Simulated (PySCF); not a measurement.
An excited-state job on `N#CC1=CCC1=O`.

Computed with TDDFT PBE0/def2-SVPD, vertical, gas phase, core orbitals frozen in the response (PySCF 2.14.0, density-fitted response routines). Geometry: GFN2-xTB. The input is one job of a driver script: a line of settings, then coordinates in Å.

Command:
```bash
OMP_NUM_THREADS=1 python probes_run.py task.json out
```

Input:
```
{"job": {"kind": "uv", "xc": "PBE0", "basis": "def2-SVPD", "nstates": 6, "ntriplets": 2}, "charge": 0, "multiplicity": 1}
N      3.266037     0.503884     0.152761
C      2.134227     0.317663     0.131134
C      0.752383     0.102707     0.070277
C     -0.178830    -0.392001     0.914026
C     -1.340426    -0.222484    -0.029284
C     -0.277933     0.343969    -0.992947
O     -0.286669     0.781566    -2.098009
H     -0.130314    -0.778190     1.915552
H     -1.822403    -1.140791    -0.364185
H     -2.107189     0.488331     0.278147
```

Output:
```
coarse grid: 9440 points
cycle   1  E = -321.4479628964  dE =  1.336e+00  |g| = 7.939e-01  |ddm| = 6.689e+00
cycle   2  E = -320.7925568604  dE =  6.554e-01  |g| = 1.934e+00  |ddm| = 4.095e+00
cycle   3  E = -321.5850890778  dE = -7.925e-01  |g| = 1.227e-01  |ddm| = 3.208e+00
cycle   4  E = -321.5872879685  dE = -2.199e-03  |g| = 8.078e-02  |ddm| = 3.214e-01
cycle   5  E = -321.5886211332  dE = -1.333e-03  |g| = 3.781e-02  |ddm| = 1.504e-01
cycle   6  E = -321.5889219898  dE = -3.009e-04  |g| = 5.859e-03  |ddm| = 4.909e-02
cycle   7  E = -321.5889270117  dE = -5.022e-06  |g| = 3.510e-03  |ddm| = 1.525e-02
cycle   8  E = -321.5889300746  dE = -3.063e-06  |g| = 8.021e-04  |ddm| = 7.542e-03
final grid: 94360 points
cycle   9  E = -321.6405647566  dE = -1.906e-06  |g| = 1.135e-02  |ddm| = 1.042e-01
cycle  10  E = -321.6404788466  dE =  8.591e-05  |g| = 2.379e-02  |ddm| = 4.032e-02
cycle  11  E = -321.6405903009  dE = -1.115e-04  |g| = 1.596e-03  |ddm| = 2.807e-02
cycle  12  E = -321.6405908199  dE = -5.189e-07  |g| = 6.027e-04  |ddm| = 3.061e-03
cycle  13  E = -321.6405908972  dE = -7.730e-08  |g| = 1.431e-04  |ddm| = 8.092e-04
cycle  14  E = -321.6405909012  dE = -4.012e-09  |g| = 5.742e-05  |ddm| = 2.714e-04
cycle  15  E = -321.6405909019  dE = -7.207e-10  |g| = 1.765e-05  |ddm| = 1.148e-04
converged SCF energy = -321.6405909019

Static polarisability (au): isotropic 63.807, principal 39.709 63.452 88.261

Singlet excitations
state   eV       nm        f      main configurations
  1   3.7973    326.5   0.00000   H->L 0.94
  2   5.4623    227.0   0.13478   H-1->L 0.92
  3   5.4954    225.6   0.00064   H->L+1 0.86
  4   6.1351    202.1   0.00083   H-2->L 0.88
  5   6.6406    186.7   0.04830   H-1->L+1 0.59, H->L+2 0.32
  6   6.8486    181.0   0.00365   H-3->L 0.88, H-6->L 0.09

Triplet excitations (Tamm-Dancoff, eV): 3.3577 3.3884
```

The SCF starts on a coarse grid where the log names one; the energy can jump when the final grid takes over, and dE then counts from the start density on the new grid. H and L stand for HOMO and LUMO; the number after each pair is its weight.

Question: Give the mean polarisability as a volume in Å³, and the ratio of the largest to the smallest principal value.

Answer: 63.807 au × 0.148185 = 9.46 Å³; 88.261/39.709 = 2.22.

Question: Give S1 in cm⁻¹ and kJ/mol.

Answer: 3.7973 eV × 8065.54 = 30627 cm⁻¹; × 96.485 = 366.4 kJ/mol.

In short: HOMO -8.21 eV, LUMO -2.68 eV; lowest singlet 3.80 eV; lowest triplet 3.36 eV (Tamm–Dancoff); mean polarisability 63.8 au.

Time: 16 s of wall time (with the writing of density and orbital grids); peak memory 0.71 GiB. Hardware: Arm Neoverse V2, one thread, on a shared host.
Labels such as C1 count atoms from 1, the log's own numbers from 0.
